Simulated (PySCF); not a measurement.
C2H4F2. Atoms are numbered in the order given.

```xyz
8

C     -1.3641     0.0873     0.0000
C      0.0706    -0.3506     0.0000
F      0.7071     0.1348    -1.0922
F      0.7071     0.1348     1.0922
H     -1.4052     1.1858     0.0000
H     -1.8769    -0.2914    -0.8946
H     -1.8769    -0.2914     0.8946
H      0.1928    -1.4491     0.0000
```

Geometry optimised at PBE0-D3(BJ)/def2-SVP.

Calculation: PySCF with B3LYP/def2-TZVPD.

Symmetry labels are those of the subgroup Cs that the program uses (full group Cs).

**Question.** List the valence orbital energies around the gap with their symmetry. (An estimate is asked for; the answer gives what the named calculation found.)

**Answer.** 
```csv
orbital,symmetry,energy (eV)
HOMO−7,A",-15.16
HOMO−6,A',-14.00
HOMO−5,A",-12.11
HOMO−4,A',-11.67
HOMO−3,A",-11.45
HOMO−2,A',-11.01
HOMO−1,A",-10.84
HOMO,A',-9.44
LUMO,A',0.09
LUMO+1,A',0.79
LUMO+2,A',1.32
LUMO+3,A",1.35
```
